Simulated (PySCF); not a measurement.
# How methods differ on the ionisation energy of Zn

Zn [Ar] 3d10 4s2 (1S) → Zn⁺ [Ar] 3d10 4s1 (2S), as a difference of total energies. All numbers are calculated (PySCF 2.14, no relativity, point nucleus, in def2-QZVPPD (11s6p5d4f2g, 100 functions)). Correlated levels: valence: [Ar] frozen; valence and next inner shell: [Ne] frozen. The calculations carry no spin-orbit coupling.

| method | ionisation energy (eV) |
| --- | --- |
| UHF | 7.623 |
| LDA | 9.685 |
| PBE | 9.377 |
| PBE0 | 9.069 |
| r2SCAN | 9.186 |
| HSE06 | 9.123 |
| LC-wPBE | 8.925 |
| M06-L | 9.291 |
| SCS-MP2 (valence) | 9.007 |
| MP2 (valence and next inner shell) | 9.043 |
| SCS-MP2 (valence and next inner shell) | 9.042 |

Task: Estimate what MP2 (valence) gives.

Result: 8.986 eV, closest to SCS-MP2 (valence) among the rows shown.

Task: Estimate what MN15 gives.

Result: 9.267 eV, closest to M06-L among the rows shown.

These non-relativistic numbers lack the scalar-relativistic shift.

Errors of the correlated levels include the incompleteness of this basis and the frozen core.

MP2 underrates the near-degeneracy of ns² with np² in the lower species.

For comparison: 9.394 eV (measured; NIST Atomic Spectra Database, ionization energies).
